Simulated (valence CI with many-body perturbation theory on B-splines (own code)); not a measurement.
**E1 transitions of Os5+**

Computed by configuration interaction combined with many-body perturbation theory (CI+MBPT): three valence electrons over a frozen Dirac-Fock core [Xe] 4f14, a basis of 7 s, 7 p, 8 d, 6 f, 4 g, 1 h functions for each j, with the one-electron correlation potential Σ1 (screened to all orders), the two-electron term Σ2, the three-electron term Σ3, Breit, model QED; selected single and double excitations, second order for the rest, scaled by the run's own slope (own B-spline code, finite nucleus).

Set against measurement, 69 paired levels are off by 1368 cm⁻¹ on average, the worst by 3021. These come from a selection out of Brasseur, Palmeri and Quinet, Atoms 13, 11 (2025). Levels without a partner in it may be off by more, other configurations by 1,000 to 8,000 cm⁻¹. The list stops below the first excitations out of the core.

Lines 201 to 250 of 568 in falling wavelength, among levels below 34.441 eV, chosen from the strongest by gf and those to the six lowest levels. Wavelengths and rates use the calculated energies, so an error of 1000 cm⁻¹ moves a line at 99.39 nm by 0.99 % and its rate by three times that or more. Electric multipoles are in the length gauge, E1 and E2 with the static RPA response of the core. Weak lines are less certain than strong ones. Lines between different terms over intervals too small for the method are left out, as are lines whose strength nearly cancels. Where a level lies close to another of its J and parity, the split of strength between their lines is uncertain. The highest levels of a list are the least certain.

Names give the largest LS component (configuration and term), which can be under half, so a name can repeat, a term be missing and a line seem to break the LS rules; names also repeat where a configuration has a term twice. Letters in brackets count levels of one name in rising energy.

```tsv
λ vac (nm)	λ from measured levels	Upper	Lower	A (s⁻¹)	S (a.u.) with core polarisation	S without
99.54		5d²6p ²F°_5/2 [d]	5d²6s ²G_7/2	1.64e+09	4.79e+00	5.90e+00
99.39	99.80	5d²6p ⁴D°_1/2 [b]	5d²6s ⁴F_3/2	1.90e+09	1.84e+00	2.27e+00
99.11		5d²6p ²P°_1/2 [b]	5d²6s ²D_3/2	7.89e+07	7.58e-02	9.07e-02
99.07	99.01	5d²6p ²D°_3/2 [b]	5d²6s ⁴P_3/2	2.96e+08	5.69e-01	7.04e-01
98.67	98.70	5d²6p ⁴D°_7/2 [b]	5d²6s ⁴F_7/2	3.60e+08	1.36e+00	1.69e+00
98.53		5d²6p ²F°_5/2 [d]	5d²6s ²D_5/2	2.07e+08	5.88e-01	7.24e-01
98.49	98.48	5d²6p ²D°_5/2 [c]	5d²6s ⁴P_5/2	5.08e+07	1.44e-01	1.75e-01
98.03	98.49	5d²6p ⁴D°_7/2 [c]	5d²6s ⁴F_9/2	3.86e+08	1.44e+00	1.77e+00
97.95	97.95	5d²6p ²G°_7/2 [b]	5d²6s ⁴F_5/2	6.05e+07	2.24e-01	2.79e-01
97.93	97.80	5d²6p ²D°_5/2 [c]	5d²6s ⁴P_3/2	1.32e+08	3.67e-01	4.55e-01
97.31	97.79	5d²6p ⁴P°_5/2	5d²6s ²F_5/2	2.22e+08	6.07e-01	7.45e-01
97.27	97.50	5d²6p ⁴D°_7/2 [c]	5d²6s ²F_5/2	1.48e+08	5.39e-01	6.67e-01
97.22	97.09	5d²6p ²P°_3/2 [a]	5d²6s ⁴P_1/2	2.70e+08	4.90e-01	6.01e-01
96.22	96.39	5d²6p ²F°_5/2 [a]	5d²6s ⁴F_5/2	2.68e+08	7.07e-01	8.79e-01
95.57		5d²6p ²F°_5/2 [c]	5d²6s ²D_3/2	2.33e+07	6.02e-02	7.62e-02
95.47		5d²6p ²F°_5/2 [c]	5d²6s ²F_7/2	4.66e+08	1.20e+00	1.46e+00
95.28		5d²6p ²F°_7/2 [c]	5d²6s ²F_7/2	3.38e+07	1.15e-01	1.45e-01
94.89	94.68	5d²6p ²P°_1/2 [a]	5d²6s ⁴P_1/2	1.20e+08	1.01e-01	1.25e-01
94.62	94.91	5d²6p ²D°_3/2 [b]	5d²6s ²F_5/2	1.96e+08	3.28e-01	3.94e-01
94.10	94.47	5d²6p ²D°_5/2 [b]	5d²6s ⁴F_7/2	2.90e+08	7.16e-01	8.86e-01
93.97	94.02	5d²6p ²F°_5/2 [b]	5d²6s ⁴F_5/2	3.50e+07	8.59e-02	1.08e-01
93.79	94.01	5d²6p ⁴D°_3/2 [c]	5d²6s ⁴F_5/2	5.96e+08	9.70e-01	1.20e+00
93.58	93.80	5d²6p ²D°_5/2 [c]	5d²6s ²F_5/2	2.95e+07	7.15e-02	8.73e-02
93.49	93.67	5d²6p ²G°_9/2 [b]	5d²6s ⁴F_9/2	6.22e+07	2.51e-01	3.09e-01
92.73		5d²6p ²P°_1/2 [c]	5d²6s ²P_1/2	7.67e+07	6.03e-02	7.11e-02
92.03	92.71	5d²6p ⁴P°_5/2	5d²6s ⁴F_7/2	4.03e+07	9.30e-02	1.13e-01
91.99	92.45	5d²6p ⁴D°_7/2 [c]	5d²6s ⁴F_7/2	5.95e+07	1.83e-01	2.27e-01
91.80		5d²6p ²F°_5/2 [c]	5d²6s ⁴P_5/2	1.27e+08	2.90e-01	3.58e-01
91.63		5d²6p ²F°_7/2 [c]	5d²6s ⁴P_5/2	3.31e+07	1.01e-01	1.24e-01
91.31		5d²6p ²F°_5/2 [c]	5d²6s ⁴P_3/2	4.18e+07	9.43e-02	1.16e-01
91.16	91.40	5d²6p ⁴D°_3/2 [c]	5d²6s ⁴F_3/2	1.03e+08	1.54e-01	1.89e-01
91.09		5d²6p ²F°_5/2 [d]	5d²6s ²D_3/2	3.01e+07	6.73e-02	8.40e-02
91.06		5d²6p ²P°_1/2 [b]	5d²6s ⁴P_1/2	9.69e+07	7.22e-02	8.98e-02
90.99		5d²6p ²F°_5/2 [d]	5d²6s ²F_7/2	5.00e+07	1.12e-01	1.41e-01
88.68	89.12	5d²6p ²D°_5/2 [c]	5d²6s ⁴F_7/2	2.69e+07	5.55e-02	7.01e-02
88.52		5d²6p ²P°_3/2 [b]	5d²6s ⁴P_5/2	5.89e+07	8.06e-02	9.81e-02
87.91	88.17	5d²6p ²D°_5/2 [b]	5d²6s ⁴F_5/2	5.04e+07	1.01e-01	1.22e-01
87.77		5d²6p ²P°_1/2 [c]	5d²6s ²D_3/2	1.07e+08	7.16e-02	8.80e-02
82.27		5d²6p ²P°_3/2 [c]	5d²6s ²D_5/2	4.31e+07	4.73e-02	5.61e-02
76.15	76.41	5d²6p ⁴G°_5/2	5d³ ²F_5/2	3.85e+07	5.03e-02	6.28e-02
74.13	74.23	5d²6p ⁴D°_3/2 [b]	5d³ ²D_5/2 [b]	7.22e+07	5.80e-02	7.01e-02
70.19	70.41	5d²6p ⁴G°_7/2	5d³ ²F_7/2	3.73e+07	5.09e-02	6.36e-02
69.71	70.14	5d²6p ⁴G°_5/2	5d³ ²D_3/2 [a]	4.18e+07	4.20e-02	5.13e-02
67.26	67.18	5d²6p ⁴D°_7/2 [b]	5d³ ²D_5/2 [b]	4.99e+07	5.99e-02	7.20e-02
66.64	66.84	5d²6p ⁴F°_5/2	5d³ ²D_5/2 [a]	6.67e+07	5.84e-02	6.99e-02
66.27	66.47	5d²6p ⁴G°_9/2 [a]	5d³ ²F_7/2	4.49e+07	6.45e-02	8.16e-02
65.59	65.73	5d²6p ⁴D°_7/2 [a]	5d³ ²F_7/2	9.79e+07	1.09e-01	1.33e-01
65.44	65.84	5d²6p ²S°_1/2	5d³ ²P_3/2	2.05e+08	5.68e-02	7.06e-02
65.27	65.37	5d²6p ⁴D°_7/2 [a]	5d³ ²F_5/2	5.39e+07	5.92e-02	6.99e-02
64.47	64.99	5d²6p ⁴G°_9/2 [a]	5d³ ²G_9/2	7.27e+07	9.62e-02	1.18e-01
```
